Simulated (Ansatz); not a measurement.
A calculation with Ansatz (development build ahead of 0.2.0).

```yaml
crystal:
  periodic: [false, false, false]
  atoms:
    - { symbol: Cu, position_ang: [0.0, 0.0, 0.0] }
basis:
  gaussian: { orbitals: cc-pVTZ }
total_charge: 1
hamiltonian:
  xc: hf
correlation:
  method: mp2
  frozen_orbitals: { Cu: 5 }
```

The input is written out in the form of the current development build from the run's settings.

The run gave:

```
Converged                       : yes
Reference energy                : -1638.72660 hartree
Correlation energy              : -0.85674 hartree
Total energy                    : -1639.58334 hartree
Spin squared of the determinant : 0.000
```
